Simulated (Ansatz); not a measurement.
Compare A (`C[N](C)[SbH2]`) with its isomer B (`C[CH](N)[SbH2]`).

Gas-phase electronic energies from Ansatz, PBE0-D4/def2-TZVP geometries. CBS: MP2 limit from def2 TZ/QZ plus the TZ coupled-cluster correction, frozen cores. Functionals use def2-TZVPP. B3LYP here is the variant with VWN-RPA as its local correlation; programs differ in this. def2 core potentials past Kr. For Sb outer-core shells are correlated without core-valence functions, which leaves a few kJ/mol of doubt a bond. Each species was taken in one conformer, which may not be the lowest.

A:

```xyz
12

C     0.9926    0.4421   -0.8656
N     0.1450   -0.2061    0.1098
C    -0.2066    0.6901    1.1882
Sb   -1.4936   -1.1261   -0.7359
H     1.9111    0.7867   -0.3745
H     0.5366    1.3220   -1.3534
H     1.2854   -0.2650   -1.6465
H    -0.8076    0.1677    1.9376
H     0.7086    1.0352    1.6849
H    -0.7619    1.5905    0.8705
H    -0.5368   -2.3454   -1.4669
H    -1.7728   -2.0916    0.6519
```

B:

```xyz
12

C     0.119   -0.745   -1.016
C     0.313   -0.306    0.419
N     1.493    0.523    0.534
Sb   -1.490    0.690    1.249
H    -0.728   -1.426   -1.113
H     1.022   -1.249   -1.375
H    -0.070    0.113   -1.667
H     0.458   -1.184    1.053
H     1.683    0.795    1.489
H     1.407    1.367   -0.019
H    -2.647   -0.346    0.526
H    -1.561    1.768   -0.080
```

**Question.** Which isomer does CCSD(T)/CBS put lower? Give the gap. (Best estimate.)

**Answer.** Computed: B, by 8.4 kcal/mol.

**Question.** Give E(B) − E(A) in kcal/mol with B2PLYP, CCSD(T)/def2-TZVPP, r2SCAN-D4, B3LYP-D4, PBE-D4, PBE0-D4, B3LYP. (An estimate is asked.)

**Answer.** The calculation gave: B2PLYP -7.7, CCSD(T)/def2-TZVPP -8.3, r2SCAN-D4 -8.7, B3LYP-D4 -7.6, PBE-D4 -9.0, PBE0-D4 -9.2, B3LYP -7.7. None reverses the order clearly.

Largest T1 diagnostic: 0.013.

In def2-TZVPP, CCSD(T) changes the Hartree–Fock value by −1.6 kcal/mol (the triples alone add −0.1 kcal/mol) and MP2 by −1.9 kcal/mol.
